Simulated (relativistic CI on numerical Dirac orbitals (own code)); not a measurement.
# Cr³⁺: calculation against measurement

Method of calculation: Dirac-Coulomb-Breit CI, orbitals from a KLI potential per configuration, model QED (radiative potential, 1s self-energy scaled to tabulated hydrogen-like ionisation energies), valence Slater integrals scaled by 0.85, P86 correlation energy added to each configuration (own radial code, finite nucleus).

Configuration list (outside the closed core [Ne]): 3s2 3p6 3d3, 3s2 3p6 3d2 4s, 3s2 3p6 3d2 4p, 3s2 3p5 3d4, 3s2 3p6 3d2 4d, 3s2 3p6 3d2 5s, 3s2 3p6 3d2 5p, 3s2 3p6 3d2 4f, 3s2 3p6 3d2 5d, 3s2 3p6 3d 4s 4p, 3s2 3p6 3d2 6s, 3s2 3p6 3d2 6p, 3s2 3p6 3d2 5f, 3s2 3p6 3d2 5g, 3s2 3p6 3d2 6d, 3s 3p6 3d4, 3s2 3p6 3d 4p 4d, 3s2 3p6 3d 4s2, 3s2 3p6 4s2 4p, 3s2 3p6 4s2 4d, 3s2 3p6 4s2 5s, 3s2 3p6 4s2 5p, 3s2 3p6 3d 4p2, 3s2 3p6 4s 4p2, 3s2 3p6 4p3, 3s2 3p6 4p2 4d, 3s2 3p6 4p2 5s, 3s2 3p6 4p2 5p, 3s2 3p6 3d 4s 4d, 3s2 3p6 4s 4p 4d, 3s2 3p6 4s 4d2, 3s2 3p6 4s 4d 5s, 3s2 3p6 4s 4d 5p. Double excitations out of closed p, d and f shells are left out; levels of such configurations are missing from the list, as are those of other unlisted configurations, and high levels can miss mixing partners.

```tsv
Configuration	Term (tabulated)	J	Measured (cm⁻¹)	Computed	Error	Purity (%)
3s2 3p6 3d3	4F	3/2	0.0	0	0	100
3s2 3p6 3d3	4F	5/2	235.8	220	-15	100
3s2 3p6 3d3	4F	7/2	555.6	517	-38	100
3s2 3p6 3d3	4F	9/2	945.6	881	-65	100
3s2 3p6 3d3	4P	1/2	14059.0	14077	18	99
3s2 3p6 3d3	4P	3/2	14177.1	14192	15	99
3s2 3p6 3d3	4P	5/2	14471.3	14465	-6	100
3s2 3p6 3d3	2G	7/2	15051.8	14864	-188	100
3s2 3p6 3d3	2G	9/2	15401.6	15190	-212	99
3s2 3p6 3d3	2P	1/2	19519.2	19799	280	100
3s2 3p6 3d3	2D2	3/2	20649.9	21013	363	74
3s2 3p6 3d3	2D2	5/2	20664.3	21067	402	100
3s2 3p6 3d3	2H	9/2	21065.9	20477	-589	99
3s2 3p6 3d3	2H	11/2	21320.7	20714	-606	100
3s2 3p6 3d3	2F	7/2	34362.8	34003	-360	100
3s2 3p6 3d3	2F	5/2	34555.7	34189	-367	100
3s2 3p6 3d3	2D1	5/2	52975.3	53481	506	99
3s2 3p6 3d3	2D1	3/2	53142.0	53623	481	99
3s2 3p6 3d2 4s	4F	3/2	103994.7	106969	2974	100
3s2 3p6 3d2 4s	4F	5/2	104257.1	107216	2959	100
3s2 3p6 3d2 4s	4F	7/2	104628.6	107568	2939	100
3s2 3p6 3d2 4s	4F	9/2	105104.1	108019	2915	100
3s2 3p6 3d2 4s	2F	5/2	109940.2	112691	2751	99
3s2 3p6 3d2 4s	2F	7/2	110690.4	113402	2711	99
3s2 3p6 3d2 4s	2D	5/2	118570.0	122319	3749	83
3s2 3p6 3d2 4s	2D	3/2	118726.5	122447	3721	92
3s2 3p6 3d2 4s	4P	1/2	119013.3	122935	3921	100
3s2 3p6 3d2 4s	4P	3/2	119250.6	123136	3885	93
3s2 3p6 3d2 4s	4P	5/2	119670.0	123507	3837	83
3s2 3p6 3d2 4s	2P	1/2	124409.2	128351	3942	99
3s2 3p6 3d2 4s	2P	3/2	124732.9	128654	3921	99
3s2 3p6 3d2 4s	2G	9/2	127193.9	129707	2513	100
3s2 3p6 3d2 4s	2G	7/2	127206.3	129720	2514	100
3s2 3p6 3d2 4p	4G°	5/2	157359.5	159581	2222	95
3s2 3p6 3d2 4p	4G°	7/2	157931.1	160107	2176	96
3s2 3p6 3d2 4p	4F°	3/2	158525.9	160562	2037	97
3s2 3p6 3d2 4p	4G°	9/2	158627.5	160753	2125	97
3s2 3p6 3d2 4p	4F°	5/2	158891.2	160898	2007	97
3s2 3p6 3d2 4p	4F°	7/2	159350.5	161325	1974	97
3s2 3p6 3d2 4p	4G°	11/2	159448.0	161520	2072	100
3s2 3p6 3d2 4p	4F°	9/2	159862.1	161808	1946	96
3s2 3p6 3d2 4p	2F°	5/2	160303.9	162582	2278	80
3s2 3p6 3d2 4p	2F°	7/2	160935.8	163118	2182	74
3s2 3p6 3d2 4p	2D°	3/2	160985.0	163965	2980	65
3s2 3p6 3d2 4p	4D°	1/2	161353.4	163339	1986	100
3s2 3p6 3d2 4p	4D° †	5/2	161493.9	163559	2065	77
3s2 3p6 3d2 4p	4D° †	3/2	161754.8	163195	1440	66
3s2 3p6 3d2 4p	4D° †	7/2	162063.3	164068	2005	75
3s2 3p6 3d2 4p	2D°	5/2	162299.6	164626	2326	82
3s2 3p6 3d2 4p	2G°	7/2	164908.6	166655	1747	99
3s2 3p6 3d2 4p	2G°	9/2	165428.9	167150	1721	99
3s2 3p6 3d2 4p	2S°	1/2	167895.1	171626	3731	98
3s2 3p6 3d2 4p	4S°	3/2	171079.7	174127	3048	82
3s2 3p6 3d2 4p	2P°	3/2	172182.1	174978	2796	78
3s2 3p6 3d2 4p	2F°	5/2	172634.7	175275	2640	95
3s2 3p6 3d2 4p	2P°	1/2	172821.6	175505	2683	98
3s2 3p6 3d2 4p	2F°	7/2	173364.4	175965	2601	94
3s2 3p6 3d2 4p	4D°	1/2	173430.6	176447	3016	99
3s2 3p6 3d2 4p	4D°	3/2	173657.9	176649	2991	93
3s2 3p6 3d2 4p	4D°	5/2	174094.8	177047	2952	87
3s2 3p6 3d2 4p	2D°	3/2	174538.4	177439	2900	89
3s2 3p6 3d2 4p	4D°	7/2	174844.9	177749	2904	95
3s2 3p6 3d2 4p	2D°	5/2	174967.4	177852	2885	85
3s2 3p6 3d2 4p	4P°	1/2	176689.1	179635	2946	99
3s2 3p6 3d2 4p	4P°	3/2	176915.3	179843	2928	99
3s2 3p6 3d2 4p	4P°	5/2	177405.0	180296	2891	96
3s2 3p6 3d2 4p	2G°	7/2	177914.4	179635	1720	99
```

Measured levels from Sugar and Corliss, J. Phys. Chem. Ref. Data 6, 317 (1977); pairs were made by configuration, J and term (by order where the table uses no LS term), so strongly mixed levels may be paired wrongly.

Mean error by configuration (cm⁻¹): 3s2 3p6 3d3 -22; 3s2 3p6 3d2 4s 3283; 3s2 3p6 3d2 4p 2497. Over the excited levels the mean absolute error is 2082 cm⁻¹ (66 of the 66 excited levels that our extract of the source holds in range could be paired), and the median relative error of those above 1,000 cm⁻¹ is 1.6 %. Some levels of the ground configuration have no partner. † marks terms whose computed intervals miss the measured ones by more than a factor of 2.5, or configurations far off the rest, from wrong mixing, a near crossing or a doubtful label or measurement; they are left out of the means.
